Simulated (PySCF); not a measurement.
Record of a relaxation.

Species: CH7BGe.
Numbering: `[BH2:1][GeH2:2][CH3:3]` (hydrogens: H4, H5 on B1; H6, H7 on Ge2; H8, H9, H10 on C3)

Method: PBE0-D3(BJ)/def2-SVP geometry optimisation, gas phase in PySCF 2.14.0; density fitting, grid level 1; the optimiser is geomeTRIC in internal coordinates, started from a GFN2-xTB structure with every atom displaced at random (about 0.01 Å). The frame can shift and turn from step to step; on so coarse a grid that alone can change the energy by a few meV, and forces under 0.02 eV/Å are noise.

Step 0: E = -58326.4636 eV, largest atomic force 1.735 eV/Å
```
atom  x, y, z in Å  |  force x, y, z in eV/Å
B1      1.895   -0.214    0.038   -1.115   0.469  -0.584
Ge2     0.101    0.693   -0.289   -0.741  -0.405   0.083
C3     -1.420   -0.486    0.220    1.403   0.407   0.717
H4      2.360   -0.918   -0.758    0.490  -0.793  -0.853
H5      2.456   -0.045    1.021    0.860   0.209   1.493
H6     -0.172    1.097   -1.719    0.074   0.020  -0.745
H7     -0.116    1.990    0.451    0.069   0.538   0.536
H8     -1.321   -0.736    1.278   -0.064  -0.040   0.323
H9     -1.375   -1.400   -0.327   -0.035  -0.996  -0.716
H10    -2.358   -0.002    0.065   -0.940   0.592  -0.254
```

Step 1: E = -58326.6503 eV, largest atomic force 0.266 eV/Å
```
atom  x, y, z in Å  |  force x, y, z in eV/Å
B1      1.900   -0.218   -0.037    0.103   0.024   0.079
Ge2     0.050    0.634   -0.341   -0.039   0.215  -0.032
C3     -1.326   -0.637    0.264   -0.203  -0.042  -0.168
H4      2.405   -0.944   -0.863   -0.023   0.020   0.033
H5      2.496   -0.046    1.007   -0.058  -0.039  -0.115
H6     -0.218    0.980   -1.835    0.026  -0.067   0.172
H7     -0.140    1.949    0.472    0.033  -0.162  -0.105
H8     -1.207   -0.869    1.331    0.014   0.023   0.034
H9     -1.278   -1.581   -0.308   -0.011   0.163   0.062
H10    -2.320   -0.177    0.110    0.159  -0.134   0.041
```

Step 2: E = -58326.6551 eV, largest atomic force 0.034 eV/Å
```
atom  x, y, z in Å  |  force x, y, z in eV/Å
B1      1.901   -0.214   -0.035    0.001  -0.001   0.020
Ge2     0.050    0.638   -0.338   -0.004   0.021   0.022
C3     -1.329   -0.635    0.261   -0.029  -0.001  -0.017
H4      2.397   -0.942   -0.863    0.004   0.004   0.004
H5      2.500   -0.050    1.004   -0.004  -0.010  -0.027
H6     -0.217    0.973   -1.822    0.004  -0.015  -0.012
H7     -0.137    1.946    0.465    0.005   0.000   0.001
H8     -1.208   -0.865    1.329    0.005   0.003   0.001
H9     -1.274   -1.572   -0.311    0.009   0.016   0.001
H10    -2.322   -0.188    0.109    0.011  -0.018   0.007
```

Step 3: E = -58326.6553 eV, largest atomic force under 0.02 eV/Å
```
atom  x, y, z in Å  |  force x, y, z in eV/Å
B1      1.900   -0.214   -0.034   -0.010   0.002   0.001
Ge2     0.049    0.641   -0.335   -0.004   0.006   0.009
C3     -1.329   -0.634    0.261   -0.002   0.006   0.005
H4      2.394   -0.941   -0.864    0.002   0.000  -0.002
H5      2.501   -0.052    1.002    0.006  -0.004  -0.001
H6     -0.216    0.970   -1.821    0.004  -0.005  -0.009
H7     -0.137    1.949    0.466    0.002   0.004   0.002
H8     -1.208   -0.864    1.329    0.002  -0.003  -0.001
H9     -1.270   -1.570   -0.312    0.007  -0.004  -0.004
H10    -2.324   -0.192    0.109   -0.007  -0.001   0.000
```

**Question.** Summarise the path.

**Answer.** The energy falls by 0.1918 eV from step 0 to step 3; nine tenths of that is first reached at step 1. It falls at every step. The largest force goes from 1.735 to under 0.02 eV/Å. Among the bonds B1–H5 changes most, from 1.145 to 1.209 Å; the atoms move by 0.053 Å rms after alignment.

**Question.** Follow the three bonds and two angles with the largest change from start to end.

**Answer.** 
```json
{"step": "0", "E above end (eV)": "0.1918", "largest force (eV/Å)": "1.735", "B1–H5 (Å)": "1.145", "B1–H4 (Å)": "1.160", "Ge2–H7 (Å)": "1.509", "H6–Ge2–H7 (°)": "102.0", "B1–Ge2–C3 (°)": "111.6"}
{"step": "1", "E above end (eV)": "0.0050", "largest force (eV/Å)": "0.266", "B1–H5 (Å)": "1.215", "B1–H4 (Å)": "1.211", "Ge2–H7 (Å)": "1.558", "H6–Ge2–H7 (°)": "107.0", "B1–Ge2–C3 (°)": "108.4"}
{"step": "2", "E above end (eV)": "0.0003", "largest force (eV/Å)": "0.034", "B1–H5 (Å)": "1.210", "B1–H4 (Å)": "1.209", "Ge2–H7 (Å)": "1.546", "H6–Ge2–H7 (°)": "107.2", "B1–Ge2–C3 (°)": "108.5"}
{"step": "3", "E above end (eV)": "0.0000", "largest force (eV/Å)": "under 0.02", "B1–H5 (Å)": "1.209", "B1–H4 (Å)": "1.209", "Ge2–H7 (Å)": "1.545", "H6–Ge2–H7 (°)": "107.3", "B1–Ge2–C3 (°)": "108.4"}
```

The cost below is that of the whole optimisation. Time: 11 s wall; peak memory 0.39 GiB. Hardware: one thread of an Arm Neoverse V2, shared host with 32 logical CPUs at a one-minute load of 25.
